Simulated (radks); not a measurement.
The numbers below are computed, except where a source is named.
Trend from Lu4+ to Hg4+: ionisation energy by Delta-SCF between NIST ground configurations, and size. Level of theory: Dirac Kohn-Sham, PBE, spin-unpolarised, spherical densities, point nucleus; open shells fill j = l - 1/2 first (a radial shooting solver on a logarithmic mesh with Libxc functionals).

Lu4+: configuration [Xe] 4f13; configuration of the ion [Xe] 4f12; IE (eV) 68.327; NIST (eV) 66.8; kind semi-emp.; -e(HOMO) (eV) 56.718 (4f7/2); outermost 5p3/2; <r> outermost (bohr) 1.35; r at 0.001 e/bohr^3 (bohr) 2.91
Hf4+: configuration [Xe] 4f14; configuration of the ion [Xe] 4f13; IE (eV) 68.750; NIST (eV) 68.37; kind semi-emp.; -e(HOMO) (eV) 57.041 (4f7/2); outermost 5p3/2; <r> outermost (bohr) 1.33; r at 0.001 e/bohr^3 (bohr) 2.88
Ta4+: configuration [Xe] 4f14 5d1; configuration of the ion [Xe] 4f14; IE (eV) 48.080; NIST (eV) 48.27; kind semi-emp.; -e(HOMO) (eV) 41.597 (5d3/2); outermost 5d3/2; <r> outermost (bohr) 1.72; r at 0.001 e/bohr^3 (bohr) 3.06
W4+: configuration [Xe] 4f14 5d2; configuration of the ion [Xe] 4f14 5d1; IE (eV) 50.630; NIST (eV) 51.6; kind semi-emp.; -e(HOMO) (eV) 43.958 (5d3/2); outermost 5d3/2; <r> outermost (bohr) 1.64; r at 0.001 e/bohr^3 (bohr) 3.14
Re4+: configuration [Xe] 4f14 5d3; configuration of the ion [Xe] 4f14 5d2; IE (eV) 53.165; NIST (eV) 52; kind theory; -e(HOMO) (eV) 46.303 (5d3/2); outermost 5d3/2; <r> outermost (bohr) 1.58; r at 0.001 e/bohr^3 (bohr) 3.17
Os4+: configuration [Xe] 4f14 5d4; configuration of the ion [Xe] 4f14 5d3; IE (eV) 55.683; NIST (eV) 55; kind theory; -e(HOMO) (eV) 48.629 (5d3/2); outermost 5d3/2; <r> outermost (bohr) 1.52; r at 0.001 e/bohr^3 (bohr) 3.17
Ir4+: configuration [Xe] 4f14 5d5; configuration of the ion [Xe] 4f14 5d4; IE (eV) 56.605; NIST (eV) 57; kind theory; -e(HOMO) (eV) 49.499 (5d5/2); outermost 5d5/2; <r> outermost (bohr) 1.50; r at 0.001 e/bohr^3 (bohr) 3.16
Pt4+: configuration [Xe] 4f14 5d6; configuration of the ion [Xe] 4f14 5d5; IE (eV) 59.040; NIST (eV) 56; kind theory; -e(HOMO) (eV) 51.742 (5d5/2); outermost 5d5/2; <r> outermost (bohr) 1.45; r at 0.001 e/bohr^3 (bohr) 3.14
Au4+: configuration [Xe] 4f14 5d7; configuration of the ion [Xe] 4f14 5d6; IE (eV) 61.453; NIST (eV) 60; kind theory; -e(HOMO) (eV) 53.965 (5d5/2); outermost 5d5/2; <r> outermost (bohr) 1.40; r at 0.001 e/bohr^3 (bohr) 3.11
Hg4+: configuration [Xe] 4f14 5d8; configuration of the ion [Xe] 4f14 5d7; IE (eV) 63.848; NIST (eV) 61.2; kind exp.; -e(HOMO) (eV) 56.170 (5d5/2); outermost 5d5/2; <r> outermost (bohr) 1.36; r at 0.001 e/bohr^3 (bohr) 3.08

Reference values: NIST Atomic Spectra Database (exp. = measured, semi-emp. = semi-empirical, theory = theoretical value adopted there). Spin polarisation and multiplet splitting are left out, so open shells lie too high by an amount that depends on their filling.

Beside tabulated values, note that spin-unpolarised runs miss the spin-polarisation part of the exchange energy of open shells.
